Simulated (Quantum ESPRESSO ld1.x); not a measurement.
The numbers below are computed, except where a source is named.
Species: Dy III. Configuration: [Kr] 4d10 4f10 5s1 5p6 5d1 (not the ground configuration). Level of theory: scalar-relativistic Kohn-Sham, BLYP, spin-unpolarised, spherical densities, point nucleus (ld1.x of Quantum ESPRESSO 7.5).

Unscreened Slater integrals over Kohn-Sham orbitals (eV). Empty in this configuration: 5f, 6d, 6p, 6s.

F0(5f,5f): 3.7452
F2(5f,5f): 2.0145
F4(5f,5f): 1.3279
F6(5f,5f): 0.97610
F0(5f,6d): 3.8154
F2(5f,6d): 2.0091
F4(5f,6d): 1.3360
G1(5f,6d): 2.3452
G3(5f,6d): 1.5405
G5(5f,6d): 1.1141
F0(5f,6p): 4.4362
F2(5f,6p): 2.0434
G2(5f,6p): 1.6923
G4(5f,6p): 1.1408
F0(5f,5d): 4.7140
F2(5f,5d): 1.1534
F4(5f,5d): 0.53127
G1(5f,5d): 0.71787
G3(5f,5d): 0.43677
G5(5f,5d): 0.30665
F0(5f,6s): 4.5944
G3(5f,6s): 0.97588
F0(6d,6d): 3.9174
F2(6d,6d): 2.0666
F4(6d,6d): 1.4086
F0(6d,6p): 4.5570
F2(6d,6p): 1.9571
G1(6d,6p): 1.5465
G3(6d,6p): 1.0387
F0(6d,5d): 5.0365
F2(6d,5d): 1.3091
F4(6d,5d): 0.63176
G0(6d,5d): 0.39044
G2(6d,5d): 0.49087
G4(6d,5d): 0.39396
F0(6d,6s): 4.7516
G2(6d,6s): 0.58940
F0(6p,6p): 6.0238
F2(6p,6p): 3.3070
F0(6p,5d): 7.1282
F2(6p,5d): 2.7585
G1(6p,5d): 1.6972
G3(6p,5d): 1.3036
F0(6p,6s): 6.5683
G1(6p,6s): 4.0924
F0(5d,5d): 10.435
F2(5d,5d): 5.3605
F4(5d,5d): 3.5027
F0(5d,6s): 8.3450
G2(5d,6s): 2.6800
F0(6s,6s): 7.3906

Derived for the open shells (J is the average intra-shell exchange parameter used in DFT+U). 5d: Racah B = F2/49 - 5 F4/441 = 0.06969 eV, C = 35 F4/441 = 0.2780 eV, C/B = 3.99, F4/F2 = 0.653, J = (F2 + F4)/14 = 0.6331 eV.
